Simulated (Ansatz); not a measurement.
Reaction (cleavage of the Si–P bond): `C[Si](N)(F)P` + HCl → `C[Si](N)(F)Cl` + PH₃

Computed with Ansatz on PBE0-D4/def2-TZVP structures; ΔE is electronic, products minus reactants. CCSD(T)/CBS is the MP2 limit (def2-TZVPP, def2-QZVPP) plus CCSD(T) − MP2 in def2-TZVPP, frozen cores. This one scheme is used for every species. One conformer a species, not always the lowest.

`C[Si](N)(F)P`:

Z-matrix (Å, degrees):
```
C
Si 1 1.855
H 1 1.092 2 110.6
H 1 1.094 2 110.5 3 -119.2
H 1 1.092 2 111.0 3 120.4
N 2 1.701 1 109.0 3 177.4
F 2 1.612 1 106.4 3 54.8
P 2 2.246 1 117.9 3 -61.5
H 6 1.007 2 121.8 1 -35.3
H 6 1.007 2 121.6 1 171.5
H 8 1.420 2 93.8 1 55.0
H 8 1.420 2 93.4 1 -39.2
```

HCl:

```xyz
2

Cl    0.316   -0.548    0.094
H    -0.316    0.548   -0.094
```

`C[Si](N)(F)Cl`:

Z-matrix (Å, degrees):
```
C
Si 1 1.843
H 1 1.094 2 110.4
H 1 1.091 2 110.7 3 -120.2
H 1 1.092 2 110.5 3 119.3
N 2 1.692 1 112.2 3 58.3
F 2 1.599 1 107.3 3 -66.8
Cl 2 2.049 1 112.2 3 178.4
H 6 1.007 2 121.4 1 -47.6
H 6 1.006 2 121.3 1 159.9
```

PH₃:

Cartesian coordinates in Å:
```
P 0.353 -0.460 -0.023
H 0.791 0.866 -0.281
H -0.349 -0.081 1.151
H -0.795 -0.324 -0.847
```

```csv
species,CCSD(T)/CBS(def2) energy (Eh)
`C[Si](N)(F)P`,-826.90530
HCl,-460.38127
`C[Si](N)(F)Cl`,-944.59780
PH₃,-342.72256
```

Problem. Work out ΔE.

Solution. ΔE = (-944.59780) + (-342.72256) − (-826.90530) − (-460.38127) = -0.03379 Eh = -88.7 kJ/mol.

Largest T1 diagnostic among the species: 0.013.

From PBE to PBE0 (25 % exact exchange), in def2-TZVPP and without D4, ΔE moves by −4.6 kJ/mol. The D4 term adds +3.7 kJ/mol with B3LYP and +2.3 kJ/mol with PBE0; it sums over pairs of atoms, weighted by their polarisabilities, and B3LYP, whose exchange is more repulsive, gets the larger term. In def2-TZVPP, CCSD(T) changes the Hartree–Fock value by +19.3 kJ/mol (the triples alone add +2.6 kJ/mol) and MP2 by +16.2 kJ/mol.

B3LYP here is the variant with VWN-RPA as its local correlation; programs differ in this.
